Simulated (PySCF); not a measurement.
This PySCF input asks for the NMR shieldings of `Clc1snnc1C1CC1`, C$_{5}$H$_{5}$ClN$_{2}$S; the geometry comes from GFN2-xTB.

```python
import basis_set_exchange as bse
import numpy as np
from pyscf import gto, dft
from pyscf.prop import nmr

atoms = """
Cl    2.106374    2.446693   -0.440133
C     1.971500    0.809380   -0.000259
S     3.313270   -0.184554    0.429980
N     2.303341   -1.471909    0.673021
N     1.093370   -1.213806    0.463253
C     0.818175    0.045382    0.081050
C    -0.548508    0.488503   -0.199906
C    -1.513232   -0.492312   -0.816709
C    -1.677191   -0.097007    0.609946
H    -0.619175    1.526974   -0.495530
H    -2.210038   -0.113780   -1.548501
H    -1.137370   -1.481803   -1.024191
H    -2.490436    0.558200    0.881577
H    -1.410756   -0.820435    1.364235
"""
names = dict.fromkeys(["Cl", "C", "S", "N", "H"], "pcSseg-1")
basis = {el: gto.basis.parse(bse.get_basis(n, elements=[el], fmt="nwchem")) for el, n in names.items()}
mol = gto.M(atom=atoms, basis=basis, charge=0, verbose=0)
mf = dft.RKS(mol, xc="PBE0")
mf.grids.level = 2
mf.grids.alignment = dft.numint.BLKSIZE   # the property module wants whole blocks of grid points
mf.conv_tol = 1e-9
mf.kernel()

calc = nmr.RKS(mf)   # GIAO
C = mf.mo_coeff
Co = C[:, mf.mo_occ > 0]
resp = mf.gen_response(singlet=True, hermi=2)
def vind(x):   # induced exchange potential for any number of trial vectors
    d = np.einsum("pi,xij,qj->xpq", C, 2 * x.reshape(-1, C.shape[1], Co.shape[1]), Co, optimize=True)
    return np.einsum("xpq,pi,qj->xij", resp(d - d.transpose(0, 2, 1)), C, Co, optimize=True).ravel()
mo1, _ = nmr.rhf.solve_mo1(calc, with_cphf=vind)
sigma = calc.kernel(mo1)
for i, s in enumerate(sigma):   # ppm
    w = np.linalg.eigvalsh((s + s.T) / 2)
    print("%2d %-2s iso %8.1f  s11 %8.1f  s22 %8.1f  s33 %8.1f" % (i, mol.atom_pure_symbol(i), w.mean(), *w))
```

Task: What are the results?

Result: 
```
 0 Cl iso    795.6  s11    534.4  s22    921.5  s33    930.9
 1 C  iso     29.7  s11    -51.8  s22     51.3  s33     89.6
 2 S  iso    -45.2  s11   -483.0  s22    167.3  s33    180.1
 3 N  iso   -187.2  s11   -516.4  s22   -172.2  s33    127.1
 4 N  iso   -202.7  s11   -591.8  s22   -183.1  s33    166.8
 5 C  iso     23.9  s11    -44.5  s22     18.1  s33     98.2
 6 C  iso    175.7  s11    140.9  s22    168.1  s33    218.2
 7 C  iso    173.4  s11    140.7  s22    175.2  s33    204.2
 8 C  iso    173.4  s11    140.8  s22    175.2  s33    204.2
 9 H  iso     29.5  s11     20.7  s22     30.1  s33     37.6
10 H  iso     30.4  s11     24.5  s22     26.5  s33     40.3
11 H  iso     30.2  s11     24.1  s22     27.7  s33     38.9
12 H  iso     30.4  s11     24.5  s22     26.5  s33     40.3
13 H  iso     30.2  s11     24.1  s22     27.7  s33     38.9
```

These numbers come from an equivalent density-fitted implementation of the same equations, which agrees with the script to about 0.01 ppm for H and up to a few tenths of a ppm for heavy atoms, so last digits may differ.

Task: Turn these shieldings into chemical shifts. Chemical shifts δ = σref − σ; 35Cl (σref 949.78) vs HCl; TMS for 13C (σref 186.93) and 1H (σref 31.72); 33S (σref 503.73) vs CS2; 15N (σref 267.73) against NH3, all at this level.

Result: Averaging equivalent atoms: Cl 0: 154; C 5: 163.0; C 1: 157.2; C 7/8: 13.5; C 6: 11.2; S 2: 549; N 4: 470.4; N 3: 454.9; H 9: 2.25; H 11/13: 1.49; H 10/12: 1.27 ppm. Experimental scales use liquid or dissolved standards, which lie at an offset from isolated NH3 (liquid NH3: subtract about 20 ppm). Unscaled 15N shifts of sp2 nitrogen come out 20 to 40 ppm too high even then.

Size and cost of the density-fitted run: 192 basis functions, of the order of 90 core-seconds.
